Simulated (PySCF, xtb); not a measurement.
SnBr, SMILES [Br][Sn+] (connectivity only; charge and spin as stated), charge +1, multiplicity 1.

GFN2-xTB in xtb 6.7.1 at its own geometry gives an orbital gap of 4.70 eV.

Geometry optimised at B3LYP-D3(BJ)/def2-TZVP. The spin state was assumed, not searched. The def2 effective core potentials stand for the cores of Sn; spin–orbit coupling is left out.

Task: What does CAM-B3LYP/def2-TZVPD in PySCF give? (Estimate from the structure and the level; the computed values follow.)

Result: gap 7.61 eV (levels -15.62 and -8.01 eV).
